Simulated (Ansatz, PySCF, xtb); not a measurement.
Pulling on the Si4–C2 bond in C3H10O3Si (SMILES CC(C)[Si](O)(O)O) (multiplicity 1 held, fragments rigid). Energies count from the point at 1.867 Å.
Geometry at that point (charge 0, multiplicity 1):
| atom | x (Å) | y (Å) | z (Å) |
|---|---|---|---|
| C | -1.1774 | 1.7408 | -0.8057 |
| C | -1.1831 | 0.3429 | -0.1703 |
| C | -1.8360 | -0.6840 | -1.1067 |
| Si | 0.5268 | -0.1880 | 0.3602 |
| O | 1.4081 | -0.2585 | -1.0339 |
| O | 1.2031 | 0.8245 | 1.4641 |
| O | 0.5374 | -1.6211 | 1.1648 |
| H | -0.5693 | 1.7571 | -1.7125 |
| H | -0.7836 | 2.4980 | -0.1234 |
| H | -2.1904 | 2.0477 | -1.0797 |
| H | -1.7744 | 0.3890 | 0.7519 |
| H | -2.8485 | -0.3737 | -1.3790 |
| H | -1.2632 | -0.7929 | -2.0300 |
| H | -1.9137 | -1.6694 | -0.6411 |
| H | 2.3327 | -0.5111 | -0.9644 |
| H | 1.3603 | 1.7313 | 1.1931 |
| H | 0.2649 | -2.4019 | 0.6785 |

Restricted levels (R-, RO-) in cc, def2 and unpolarised 6-31G sets keep to the state of the molecule at rest. Unrestricted levels (U-) break spin symmetry where that is lower. Curves can end on different states.

Rows in 6-31G* carry no dispersion term and start afresh at each structure (6-31G* with six Cartesian d functions). MP2/6-31G* freezes PySCF's default core.

Programs: Ansatz (a quantum-chemistry and plane-wave program); PySCF for 6-31G* rows; xtb for the GFN methods. Each number belongs to the level named beside it. The GFN methods have no spin term and hold the electronic entropy of 300 K.

Energies in eV.

```csv
R (Å),GFN2-xTB,U-HF/6-31G*,R-r2SCAN/cc-pV(T+d)Z,U-r2SCAN/cc-pV(T+d)Z,R-B3LYP/cc-pV(T+d)Z,R-MP2/6-31G*
1.494,4.51,2.76,2.41,2.41,2.49,2.59
1.681,0.82,0.53,0.42,0.42,0.47,0.47
1.867,0.00,0.00,0.00,0.00,0.00,0.00
2.054,0.15,0.25,0.26,0.26,0.22,0.26
2.241,0.62,0.84,0.79,0.79,0.71,0.83
2.521,1.46,1.93,1.69,1.69,1.59,1.82
2.801,2.29,2.73,2.53,2.53,2.41,2.75
3.268,3.38,3.19,3.63,3.50,3.50,3.96
3.735,4.05,3.32,4.38,3.84,4.25,4.74
4.295,4.43,3.36,4.94,3.98,4.85,5.18
5.042,4.56,3.38,5.35,4.03,5.30,5.06
```

Doubts at one or more of the structures used: a spin-contaminated determinant (U-HF/6-31G*, U-r2SCAN/cc-pV(T+d)Z); a restricted determinant that unrestricted orbitals would lower (R-r2SCAN/cc-pV(T+d)Z, R-B3LYP/cc-pV(T+d)Z, R-MP2/6-31G*).
